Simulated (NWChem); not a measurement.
BSi₂H₆F; SMILES FB([SiH3])[SiH3]

```xyz
10

B      0.4870     0.0001     0.0321
F      1.8105    -0.0001     0.1240
Si    -0.5041    -1.7885    -0.0709
H     -0.8901    -2.0180    -1.5022
H     -1.7706    -1.7197     0.7252
H      0.3087    -2.9537     0.3977
Si    -0.5086     1.7887    -0.0032
H     -1.0913     2.0171     1.3601
H     -1.6510     1.7208    -0.9690
H      0.3619     2.9542    -0.3523
```
Atoms are numbered in this order, from 1.

Level: PBE0/def2-SVP (NWChem), optimised geometry, unscaled harmonic frequencies. 

Q: List the harmonic frequencies with IR intensities, and the thermochemistry.

A: 
```tsv
frequency (cm⁻¹)	IR intensity (km/mol)
41	0.1
58	0.0
124	0.8
248	9.3
260	15.6
395	1.2
438	0.0
477	4.0
588	49.2
643	25.6
797	224.8
887	55.0
892	133.8
925	29.4
926	20.7
931	2.1
936	65.9
1295	151.3
2204	84.1
2206	5.5
2219	113.2
2219	38.1
2228	114.0
2230	96.0
```

The zero-point energy comes out as 34.5 kcal/mol and the thermal correction to the enthalpy at 298.15 K (with zero-point energy) is 39.9 kcal/mol. The heat capacity Cv is 25.2 cal/(mol K) and the entropy at 298.15 K and 1 atm (symmetry number 2) comes out as 85.7 cal/(mol K). The dipole moment is 0.11 D.

Rigid rotor and harmonic oscillator; modes under 100 cm⁻¹ make the entropy uncertain.
